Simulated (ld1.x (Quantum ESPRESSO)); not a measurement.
## Configuration tests for Dy (PAW)

dysprosium, PAW, made with ld1.x (Quantum ESPRESSO) 7.5 (PBE, fully relativistic). Core [Kr] 4d10 4f9, reference 5s2 5p6 5d1 6s0 6p0 (charge +2). Waves: 5s (bound): rcut 1.95, rcutus 2.15 bohr; 6s (bound, empty): rcut 1.95, rcutus 2.15 bohr; 5p (bound): rcut 1.95, rcutus 2.35 bohr; 6p (bound, empty): rcut 1.95, rcutus 2.35 bohr; 5d (bound): rcut 1.60, rcutus 1.90 bohr; 5d channel at 0.15 Ry: rcut 1.60, rcutus 1.90 bohr. Local part: all-electron potential smoothed inside 1.70 bohr (lloc = -1). Core correction: Bessel-smoothed model core inside 1.20 bohr. Augmentation charge: BESSEL, radius 1.55 bohr.

Open shells are filled in proportion to 2j + 1 (rel_dist='average').

Energies are relative to the spin-unpolarised reference configuration 5s2 5p6 5d1 6s0 6p0; without spin polarisation the order of configurations can differ from experiment. The frozen-core shift is the all-electron ΔE with the core orbitals held at their reference shape minus the fully relaxed ΔE.

| valence configuration | charge | ΔE all-electron (eV) | error AE − PS (meV) | frozen-core shift (meV) |
| --- | --- | --- | --- | --- |
| 5s2 5p6 5d1 6s2 6p0 | 0 | -19.272 | -9.9 | +15 |
| 5s2 5p6 5d1 6s1 6p0 | +1 | -12.430 | -4.5 | +6.3 |
| 5s2 5p6 5d0 6s0 6p0 | +3 | 19.904 | -57 | +60 |
| 5s2 5p6 5d0 6s2 6p0 | +1 | -13.431 | +4.6 | +3.8 |
| 5s2 5p6 5d2 6s0 6p0 | +1 | -10.936 | -27 | +27 |

Task: What are ΔE and the potential's error for 5s2 5p5 5d1 6s2 6p0?

Result: ΔE = 14.620 eV all-electron; the error (AE − PS) is -103 meV.

Task: What are ΔE and the potential's error for 5s1 5p6 5d1 6s2 6p0?

Result: ΔE = 39.209 eV all-electron; the error (AE − PS) is -198 meV.

Levels in the configuration 5s2 5p5 5d1 6s2 6p0:

| level | all-electron (eV) | pseudo (eV) |
| --- | --- | --- |
| 5s j=1/2 | -63.945 | -64.310 |
| 5p j=1/2 | -42.900 | -43.199 |
| 5p j=3/2 | -37.685 | -37.942 |
| 5d j=3/2 | -11.181 | -11.281 |
| 5d j=5/2 | -10.753 | -10.847 |
| 6s j=1/2 | -10.951 | -10.978 |

The ghost test of this file was not conclusive.
